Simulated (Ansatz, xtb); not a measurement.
# Relative energy of two structures of GeHNS

We compare I, a singlet given by its coordinates, with II, `[NH]=[Ge]=[S]`, a singlet. Both are isolated molecules in the gas phase, relaxed with r2SCAN-D4/def2-TZVP.

I (Å):

```yaml
atoms:
  - { symbol: Ge, position_ang: [-0.2026, 0.5102, 0.4412] }
  - { symbol: N, position_ang: [0.8096, -0.5850, -0.7580] }
  - { symbol: S, position_ang: [-0.7208, -1.4702, -0.2707] }
  - { symbol: H, position_ang: [1.5819, -1.0393, -0.2640] }
```

Close contacts (Å): Ge1–N2 1.91, Ge1–S3 2.17, N2–S3 1.83, N2–H4 1.02.

II (Å):

```yaml
atoms:
  - { symbol: Ge, position_ang: [-2.7241, 0.4333, 2.0181] }
  - { symbol: N, position_ang: [-2.9584, -0.5529, 0.6712] }
  - { symbol: S, position_ang: [-2.7014, 1.9656, 3.3036] }
  - { symbol: H, position_ang: [-2.5984, -1.5030, 0.7586] }
```

**Question.** Estimate which is lower in electronic energy at CCSD(T)/def2-TZVPP, and by roughly how much.

**Answer.** The CCSD(T)/def2-TZVPP calculation puts structure I lower, by 1.08 kcal/mol.

How the difference moves with the method:

| level | geometry | E(II) − E(I) (kcal/mol) | departure from the last row (kcal/mol) | job, with rough time for the two |
| --- | --- | --- | --- | --- |
| GFN2-xTB | GFN2-xTB | +9.13 | +8.05 | optimisation, 0.19 s |
| HF/STO-3G | GFN2-xTB | +30.62 | +29.54 | single point, 0.35 s |
| r2SCAN-D4/def2-SVP | GFN2-xTB | −0.56 | −1.64 | single point, 2.5 s |
| r2SCAN-D4/def2-TZVP | r2SCAN-D4/def2-TZVP | +1.90 | +0.82 | optimisation, 33 s |
| HF/def2-TZVPP | r2SCAN-D4/def2-TZVP | +4.66 | +3.58 | part of the CCSD(T) run |
| MP2/def2-TZVPP | r2SCAN-D4/def2-TZVP | −2.38 | −3.45 | part of the CCSD(T) run |
| CCSD(T)/def2-TZVPP | r2SCAN-D4/def2-TZVP | +1.08 |  | single point, 29 s |

r2SCAN-D4/def2-SVP, MP2/def2-TZVPP put the two in the other order. The largest departure from CCSD(T)/def2-TZVPP is that of HF/STO-3G, 29.54 kcal/mol.

With harmonic frequencies from r2SCAN-D4/def2-TZVP (ideal gas, rigid rotor, one conformer each, 298.15 K, 1 atm): on the last row, ΔE + ΔZPE = +0.09, ΔH = +0.50, ΔG = +0.33 kcal/mol. In free energy the two are nearly level.

The correlated steps freeze 15 core orbitals; the filled d shell of Ge is correlated, in a basis made for valence electrons. Mirror images aren't counted in ΔG. Run with Ansatz 0.2.0, xtb 6.7.1; the last row on 2 threads of Arm Neoverse V1 on a shared host.
